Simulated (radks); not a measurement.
Values are calculated unless marked as measured or tabulated.
Effect of the nuclear size on the ytterbium ion Yb3+, [Xe] 4f13. Code: a radial shooting solver on a logarithmic mesh with Libxc functionals. Model: Dirac Kohn-Sham, relativistic LDA (MacDonald-Vosko exchange, VWN5 correlation), spin-unpolarised, spherical densities, finite nucleus; open shells are shared between the two j in proportion to 2j + 1; Fermi nuclear charge, rms radius 5.3108 fm. The rms radius is varied about that value; shifts are against it.

rms radius (fm)  total energy shift (eV)  density at nucleus (e/bohr^3)  1s1/2 shift (meV)  2s1/2 shift (meV)  5s1/2 shift (meV)  5p1/2 shift (meV)  4f7/2 shift (meV)  6s1/2 (empty) shift (meV)
4.5885                             -9.95                      1.059e+06              -4040               -549              -4.71              0.114              0.550                     -0.820
4.9762                             -4.74                      1.033e+06              -1920               -261              -2.24              0.054              0.262                     -0.390
5.3108                                 0                      1.012e+06              0.000              0.000              0.000              0.000              0.000                      0.000
5.8259                              7.71                      9.839e+05               3130                425               3.65             -0.088             -0.426                      0.634
6.3676                              16.3                      9.573e+05               6630                901               7.73             -0.186             -0.903                       1.34

Slopes of the eigenvalues against <r^2> in GHz/fm^2, as finite differences over the two radii next to the reference (eigenvalue slopes, not the field-shift constants of lines): 1s1/2 133000, 2s1/2 18100, 5s1/2 155, 5p1/2 -3.74, 4f7/2 -18.1, 6s1/2 (empty) 27.0.
